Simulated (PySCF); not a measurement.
Delta-SCF ions had no search for a lower state. Excitations are Tamm–Dancoff values on a coarser integration grid. The basis has no diffuse functions, so Rydberg states are missing or too high.

# C$_{10}$H$_{12}$Si, SMILES `c1cc(/C=C(\C=C)[SiH3])ccc1` (C–C–C–Si torsion -18°, C–C–C–C torsion 148°) (charge 0, multiplicity 1)

All values below come from PBE-D3(BJ)/def2-TZVP // B3LYP-D3(BJ)/def2-SVP run with PySCF.

```json
{
  "HOMO": "-5.57 eV",
  "dipole_moment": "1.38 D",
  "HOMO–LUMO gap": "3.12 eV",
  "LUMO": "-2.46 eV",
  "S1 excitation (TDA)": "4.15 eV",
  "S1 oscillator strength": "0.008",
  "brightest of the four lowest singlets (TDA)": "4.18 eV",
  "T1 excitation (TDA)": "2.67 eV",
  "S1–T1 gap (TDA)": "1.48 eV",
  "vertical ionisation energy (Delta-SCF)": "7.79 eV",
  "total_energy": "-677.2380 Ha",
  "cost": "about 26 core-minutes (a rough figure)"
}
```

```xyz
23

C     -2.3065    -1.3541     1.9865
C     -1.4153    -0.9755     1.0538
C     -1.5974     0.1199     0.0945
Si    -3.3392     0.7712    -0.2245
C     -0.5784     0.6503    -0.6377
C      0.8632     0.3717    -0.5518
C      1.6406     0.4510    -1.7253
C      3.0107     0.1966    -1.7004
C      3.6429    -0.1209    -0.4939
C      2.8936    -0.1713     0.6850
C      1.5202     0.0743     0.6594
H     -3.2516    -0.8250     2.1432
H     -2.1116    -2.2082     2.6394
H     -0.4861    -1.5496     0.9671
H     -4.2624    -0.3343    -0.6134
H     -3.2748     1.7804    -1.3204
H     -3.9088     1.4245     0.9921
H     -0.8391     1.3771    -1.4160
H      1.1518     0.7052    -2.6696
H      3.5907     0.2516    -2.6248
H      4.7181    -0.3138    -0.4706
H      3.3847    -0.3924     1.6358
H      0.9545     0.0712     1.5916
```
